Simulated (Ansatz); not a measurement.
System: sum formula BNH2, net charge 1, doublet state. 
Structure (B3LYP-D3(BJ)/def2-TZVP (Ansatz, a quantum-chemistry and plane-wave program) minimum search):
```xyz
4

B      0.0000     0.0000    -0.7348
N      0.0000     0.0000     0.5701
H      0.0000     0.0000    -1.9032
H      0.0000     0.0000     1.5866
```
Charge +1, spin multiplicity 2.

Basis-set convergence of Hartree-Fock and CCSD(T) correlation energies (hartree) with Ansatz. Valence correlation only, unless marked. Open shells are spin-unrestricted. Spin-orbit coupling is left out. No relativistic terms.

```json
[
 {"basis": "cc-pVDZ", "functions": "38", "E(HF)": "-79.95720", "E(corr, CCSD(T))": "-0.21889"},
 {"basis": "cc-pVTZ", "functions": "88", "E(HF)": "-79.97937", "E(corr, CCSD(T))": "-0.26630"},
 {"basis": "cc-pVQZ", "functions": "170", "E(HF)": "-79.98490", "E(corr, CCSD(T))": "-0.28158"}
]
```

Extrapolating the two largest sets (X = 3 and 4) as X^-3: E(corr) = (64·(-0.28158) - 27·(-0.26630))/37 = -0.2927 Eh, an estimate of the basis-set limit. The largest set recovers 96.2 % of it, the smallest 74.8 %.
